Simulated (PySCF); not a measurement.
## Electronic absorption of C5H11As

Compound: C5H11As.
InChI=1S/C5H11As/c1-3-4-5-6-2/h3,6H,1,4-5H2,2H3

Computed, not measured: TDDFT wB97X-D/def2-SVPD, vertical, gas phase, core orbitals frozen in the response (PySCF). The structure is a single PBE0-D3(BJ)/def2-SVP conformer in the gas phase; no vibrational or solvent corrections. The wB97X-D/def2-SVPD calculation is non-relativistic and has no spin–orbit coupling, an omission that weighs most on arsenic. Torsions of this conformer, `[CH2:1]=[CH:2][CH2:3][CH2:4][AsH:5][CH3:6]`: C1–C2–C3–C4 115°, C2–C3–C4–As5 62°, C3–C4–As5–C6 167°.

List the vertical singlet excitations with oscillator strengths and describe the spectrum.

| state | E (eV) | λ (nm) | f | \|μ\| (D) | main configurations (H = HOMO, L = LUMO) |
| --- | --- | --- | --- | --- | --- |
| S1 | 6.20 | 200.0 | 0.057 | 1.55 | H→L (66%), H→L+1 (22%) |
| S2 | 6.42 | 193.2 | 0.150 | 2.49 | H→L+1 (57%), H→L+2 (18%), H→L (11%) |
| S3 | 6.99 | 177.5 | 0.137 | 2.27 | H→L+3 (71%), H→L+5 (14%) |
| S4 | 7.18 | 172.7 | 0.021 | 0.88 | H→L+2 (53%), H→L (16%), H→L+4 (11%) |
| S5 | 7.37 | 168.2 | 0.464 | 4.08 | H-1→L (77%), H-1→L+1 (13%) |
| S6 | 7.56 | 163.9 | 0.073 | 1.60 | H-1→L+2 (58%), H-1→L+3 (20%) |
| S7 | 7.75 | 160.0 | 0.029 | 1.00 | H→L+4 (37%), H→L+5 (29%), H→L+6 (11%) |
| S8 | 7.97 | 155.5 | 0.016 | 0.72 | H-2→L (70%) |
| S9 | 8.06 | 153.8 | 0.0087 | 0.53 | H-1→L+4 (37%), H-1→L+1 (31%), H-1→L+5 (9%) |
| S10 | 8.19 | 151.3 | 0.020 | 0.81 | H→L+6 (32%), H-4→L (20%), H-2→L+1 (10%) |

Triplets, Tamm–Dancoff:

| state | E (eV) | λ (nm) | main configurations (H = HOMO, L = LUMO) |
| --- | --- | --- | --- |
| T1 | 4.50 | 275.7 | H-1→L (53%), H-1→L+2 (27%), H-1→L+1 (12%) |
| T2 | 5.40 | 229.4 | H→L (46%), H→L+1 (18%), H→L+5 (8%) |
| T3 | 5.50 | 225.3 | H→L+1 (54%), H→L+2 (18%) |
| T4 | 6.68 | 185.7 | H→L+3 (51%), H→L (20%), H→L+5 (13%) |

The lowest singlet lies at 6.20 eV (200 nm, ultraviolet) and is of moderate strength; its leading configuration is HOMO→LUMO (66%). The strongest level in the table is S5 at 7.37 eV (168 nm, f = 0.464). Löwdin shares by element: HOMO arsenic 60%, carbon 22% or more, hydrogen 7% or more; LUMO carbon 34% or more, arsenic 17%, hydrogen 8% or more (atoms not listed hold the other 42%). The oscillator strengths of these states sum to 0.977; summed over the whole spectrum of an exact calculation they would give the number of electrons, 74 (Thomas–Reiche–Kuhn). The listed states span 1.99 eV, and the widest gap between neighbours is 0.57 eV (S2 to S3). Orbital energies (eV): HOMO-3 -11.11, HOMO-2 -10.46, HOMO-1 -9.33, HOMO -8.56, LUMO 1.84, LUMO+1 2.16, LUMO+2 2.48. The vertical ionisation energy (ΔSCF) is 8.85 eV, 0.65 eV above S10. Singlets were solved by full linear response, triplets in the Tamm–Dancoff approximation.
